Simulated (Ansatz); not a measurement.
C8H10, SMILES `Cc1ccccc1C`. Total charge 0; spin multiplicity 1. The structure was optimised at the PBE0-D4/def2-TZVP level.

```xyz
18

C     1.223    1.004    1.387
C     0.645    0.286    0.207
C     1.436    0.006   -0.901
C     0.924   -0.657   -2.006
C    -0.403   -1.051   -2.011
C    -1.201   -0.777   -0.910
C    -0.698   -0.113    0.202
C    -1.581    0.171    1.377
H     2.278    1.233    1.229
H     0.700    1.946    1.580
H     1.141    0.408    2.300
H     2.476    0.316   -0.896
H     1.561   -0.864   -2.858
H    -0.819   -1.570   -2.866
H    -2.242   -1.085   -0.911
H    -2.593   -0.199    1.206
H    -1.646    1.244    1.582
H    -1.201   -0.300    2.289
```

**Question.** What is the dipole moment at ωB97M-V/def2-TZVPP? (Best estimate.)

**Answer.** Ansatz gave: 0.64 D, with components (-0.08, 0.25, 0.59) D in this frame, pointing from negative to positive charge.

**Question.** And with PBE, r2SCAN, B3LYP? (Best estimate.)

**Answer.** Ansatz gave: PBE 0.69 D, r2SCAN 0.71 D, B3LYP 0.65 D.

**Question.** Give the Mulliken charges with ωB97M-V, B3LYP, r2SCAN in def2-TZVPP. (An estimate is asked.)

**Answer.** Ansatz gave: 
```json
{"atom": "C1", "ωB97M-V": "-0.32", "B3LYP": "-0.25", "r2SCAN": "-0.16"}
{"atom": "C2", "ωB97M-V": "0.01", "B3LYP": "0.00", "r2SCAN": "0.02"}
{"atom": "C3", "ωB97M-V": "-0.10", "B3LYP": "-0.11", "r2SCAN": "-0.08"}
{"atom": "C4", "ωB97M-V": "-0.13", "B3LYP": "-0.13", "r2SCAN": "-0.11"}
{"atom": "C5", "ωB97M-V": "-0.13", "B3LYP": "-0.13", "r2SCAN": "-0.11"}
{"atom": "C6", "ωB97M-V": "-0.10", "B3LYP": "-0.11", "r2SCAN": "-0.08"}
{"atom": "C7", "ωB97M-V": "0.01", "B3LYP": "0.00", "r2SCAN": "0.02"}
{"atom": "C8", "ωB97M-V": "-0.32", "B3LYP": "-0.25", "r2SCAN": "-0.16"}
{"atom": "H9", "ωB97M-V": "0.09", "B3LYP": "0.08", "r2SCAN": "0.04"}
{"atom": "H10", "ωB97M-V": "0.12", "B3LYP": "0.09", "r2SCAN": "0.06"}
{"atom": "H11", "ωB97M-V": "0.12", "B3LYP": "0.09", "r2SCAN": "0.06"}
{"atom": "H12", "ωB97M-V": "0.10", "B3LYP": "0.11", "r2SCAN": "0.08"}
{"atom": "H13", "ωB97M-V": "0.11", "B3LYP": "0.12", "r2SCAN": "0.09"}
{"atom": "H14", "ωB97M-V": "0.11", "B3LYP": "0.12", "r2SCAN": "0.09"}
{"atom": "H15", "ωB97M-V": "0.10", "B3LYP": "0.11", "r2SCAN": "0.08"}
{"atom": "H16", "ωB97M-V": "0.09", "B3LYP": "0.08", "r2SCAN": "0.04"}
{"atom": "H17", "ωB97M-V": "0.12", "B3LYP": "0.09", "r2SCAN": "0.06"}
{"atom": "H18", "ωB97M-V": "0.12", "B3LYP": "0.09", "r2SCAN": "0.06"}
```

B3LYP here is the variant with VWN-RPA as its local correlation; programs differ in this.
